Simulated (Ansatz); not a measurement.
Start from `[OH][Ge]([OH])([F])[Cl]` and change one atom or group to get `[CH3][Ge]([OH])([OH])[F]`.

Ansatz, PBE0-D4/def2-TZVP geometries, multiplicity 1. Each molecule was computed in one conformer, which needn't be the lowest.

Scalar relativity is left out up to krypton.

| property | `[OH][Ge]([OH])([F])[Cl]` |
| --- | --- |
| size of the dipole moment (B3LYP/def2-TZVPP) / D | 1.91 |
| HOMO–LUMO gap (PBE/def2-TZVPP) / eV | 6.08 |
| size of the dipole moment (PBE/def2-TZVPP) / D | 1.90 |
| HOMO–LUMO gap (ωB97M-V/def2-TZVPP) / eV | 13.01 |
| HOMO–LUMO gap (B3LYP/def2-TZVPP) / eV | 8.08 |
| HOMO energy (PBE0/def2-TZVPP) / eV | -9.69 |

Give the same properties after the change, and the shifts. (An estimate is asked.)

Ansatz gave: 
```csv
property,`[CH3][Ge]([OH])([OH])[F]`,shift
size of the dipole moment (B3LYP/def2-TZVPP) / D,1.10,-0.81
HOMO–LUMO gap (PBE/def2-TZVPP) / eV,6.54,0.46
size of the dipole moment (PBE/def2-TZVPP) / D,1.05,-0.85
HOMO–LUMO gap (ωB97M-V/def2-TZVPP) / eV,13.20,0.19
HOMO–LUMO gap (B3LYP/def2-TZVPP) / eV,8.53,0.45
HOMO energy (PBE0/def2-TZVPP) / eV,-9.01,0.68
```

With PBE0 the HOMO rises by 0.68 eV and the LUMO rises by 1.12 eV, so the gap widens by about 0.44 eV. PBE moves the HOMO by 0.76 eV and ωB97M-V by 0.61 eV. Dipoles are sizes alone; their direction can turn.

B3LYP here is the variant with VWN-RPA as its local correlation; programs differ in this.
